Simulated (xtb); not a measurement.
H₃NOTe, SMILES N[Te]O. All values are semi-empirical tight-binding results from xtb (GFN2-xTB unless named), good for trends rather than for accurate numbers. Geometry: GFN2-xTB. One conformer was computed; it need not be the lowest.

Computed properties:
```json
{
 "orbital_gap": "3.97 eV",
 "zero_point_energy": "23.1 kcal/mol",
 "G − E(el) at 298.15 K (modified RRHO)": "5.0 kcal/mol",
 "static polarisability (D4 model)": "56.6 bohr³",
 "solvation energy, GFN2-xTB/ALPB(water)": "-9.0 kcal/mol",
 "solvation energy, GFN2-xTB/ALPB(hexane)": "-4.2 kcal/mol"
}
```
